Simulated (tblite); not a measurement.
HO, doublet, at a GFN2-xTB geometry; GFN1-xTB (tblite).

Input for tblite:
```
$ tblite run mol.xyz --method gfn1 --charge 0 --spin 1 --efield 0,0,0.1 --json tblite.json --no-restart

# file mol.xyz
2

O     -0.00000000    -0.00000000    -0.10703611
H      0.00000000     0.00000000     0.85628892
```

The log (banner, timings and long lists left out):

```
xTB calculator
 | screened Coulomb repulsion
 | Coulomb electrostatics
 |  * isotropic Klopman-Ohno-Mataga-Nishimoto electrostatics
 |  * onsite third-order electrostatics
 | DFT-D3(BJ) dispersion correction
 | Interactions (1)
 | [1] electric field

halogen bonding energy    0.0000000000000E+00 Eh
repulsion energy          1.8046417181491E-02 Eh
dispersion energy        -5.7805993369986E-05 Eh
interaction energy        0.0000000000000E+00 Eh
number of electrons       7.0000000000000E+00 e
integral cutoff           1.9731147476801E+01 bohr

------------------------------------------------------------
  cycle        total energy    energy error   density error
------------------------------------------------------------
      1     -5.055711321369  -5.0736999E+00   2.8047906E-01
      2     -5.067734839277  -1.2023518E-02   1.3890658E-01
      3     -5.070492646651  -2.7578074E-03   2.8290118E-02
      4     -5.070527612567  -3.4965917E-05   5.1570253E-03
      5     -5.070535641361  -8.0287934E-06   4.0402649E-05
      6     -5.070535641164   1.9705393E-10   3.8058573E-05
      7     -5.070535641470  -3.0618086E-10   4.2530785E-08
------------------------------------------------------------

electronic energy        -5.0885242526581E+00 Eh
total energy             -5.0705356414700E+00 Eh

Post processing:
 | Mayer-Wiberg bond orders

[Info] JSON dump of results written to 'tblite.json'
```
